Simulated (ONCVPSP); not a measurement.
## carbon (C): one change to an ONCV potential, before and after

ONCVPSP 4.0.1 input, shortened (lines: element, Z, core and valence counts, functional; n l f; lmax; l rc ep ncon nbas qcut; lloc lpopt rc5 dvloc0; l nproj debl; icmod fcfact rcfact), PBE, scalar-relativistic:

```
  C 6.00    1    2        4      upf
    1    0    2.00
    2    0    2.00
    2    1    2.00
    1
    0    1.30    0.00    4    8    5.90
    1    1.75    0.00    4    8    7.60
    4    2    1.00    0.00
    0    2    1.80
    1    3    0.40
    0    0.00    0.00
```

All-electron outer shells of the reference configuration (PBE, scalar-relativistic, ld1.x):

```
shell  level (eV)  outermost node (bohr)  outermost maximum (bohr)
   1s     -273.38                      –                      0.17
   2s      -13.75                   0.38                      1.22
   2p       -5.29                      –                      1.20
```

Change: p: rc 1.2.

Cutoffs: the cutoffs (Ha) at which the residual kinetic energy of the hardest occupied pseudo-wave falls to 1 and 0.1 mHa per electron; they do not see the model core or the augmentation charge, which bear on the density cutoff. Errors are all-electron minus pseudo energies relative to the spin-unpolarised reference configuration.

What does the change do?

The potential gets harder (18 Ha and 52 Ha → 25 Ha and 66 Ha); the lowest positive-energy flag moves from none to p at 12.0 eV; the number of tests with a reliable result goes from 4 to 0; neither file shows a bound ghost. A smaller radius makes the pseudo-wave follow the all-electron one further in, where it bends more sharply, so more plane waves are needed.

| quantity | base | changed |
| --- | --- | --- |
| cutoff, loose | 18 Ha | 25 Ha |
| cutoff, tight | 52 Ha | 66 Ha |
| loose cutoff by channel | s 15 Ha, p 18 Ha | s 15 Ha, p 25 Ha |
| bound ghosts | none | none |
| GHOST(+) flags under 300 eV | none | p at 12.0 eV |
| tests with a reliable result | 4 of 4 | 0 of 4 |
| s: phases at 1.32 bohr within 0.05 rad from the reference energy up to (Ha; the scan ends near 5) | to the end of the scan | to the end of the scan |
